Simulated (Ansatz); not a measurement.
Input for Ansatz (an electronic-structure program): R-CCSD(T)/aug-cc-pVTZ on H2O (SMILES O).

Ansatz 0.2 input:
```yaml
crystal:
  periodic: [false, false, false]
  atoms:
    - {symbol: O, position_ang: [-0.00000000, 0.00000000, 0.38961139]}
    - {symbol: H, position_ang: [0.00000000, 0.76498632, -0.19485569]}
    - {symbol: H, position_ang: [0.00000000, -0.76498632, -0.19485569]}
basis:
  gaussian:
    orbitals: aug-cc-pVTZ
magnetization: {spin_polarized: false}
correlation: {method: ccsd_t, electrons: outside_noble_gas}
scf: {lower_state_search: off}
```

Output:

```
WARN ansatz: RAYON_NUM_THREADS=4 ignored (pool sized by the plan → 4); use --threads N
Functional definition: HF
these checks for a lower state are left out or cut short: stability, starts, cluster_reference, orbital_swaps, neighbouring_geometries, increment
integrals: 0.08 GiB planned
531 factors; integrals over basis functions are off by at most 8.4e-4 eV
mean field: 0.10 GiB planned
mean field evaluation 1: about -2067.8295 eV, gradient 3.4e1 eV
mean field evaluation 2: about -2067.8294 eV, gradient 3.4e1 eV
mean field evaluation 4: about -2069.6964 eV, gradient 1.4e0 eV
mean field evaluation 8: about -2069.7041 eV, gradient 4.4e-5 eV
mean field -2069.70410100 eV, -76.0602228159 hartree, gradient 2.5e-6 eV, S^2 0.000000; 0 other end points of the search recorded, 0 dependent functions left out
1 core orbitals not correlated
reference -2069.70410100 eV, -76.0602228159 hartree; 4, 4 occupied and 87, 87 virtual orbitals, 531 factors
second order -7.31256398 eV of doubles, -0.00000000 eV of singles
coupled cluster: 0.22 GiB planned
cycle   1  -7.27120173 eV  change    4.1e-2 eV  update   4.8e-2
cycle   2  -7.40914147 eV  change   -1.4e-1 eV  update   1.3e-2
cycle   3  -7.44383984 eV  change   -3.5e-2 eV  update   6.2e-3
cycle   4  -7.43954494 eV  change    4.3e-3 eV  update   1.2e-3
cycle   5  -7.43945444 eV  change    9.1e-5 eV  update   4.6e-4
cycle   6  -7.43953897 eV  change   -8.5e-5 eV  update   1.2e-4
cycle   7  -7.43947679 eV  change    6.2e-5 eV  update   3.8e-5
cycle   8  -7.43947020 eV  change    6.6e-6 eV  update   1.1e-5
cycle   9  -7.43946954 eV  change    6.7e-7 eV  update   3.4e-6
perturbative correction -0.23606302 eV, -0.0086751560 hartree
Total energy: -2077.37963356 eV, -76.3422934347 hartree
Checks for a lower state left out: stability, starts, cluster_reference, orbital_swaps, neighbouring_geometries, increment
```

Self-consistency was reached.

Cost: very roughly 2.8 core-seconds.
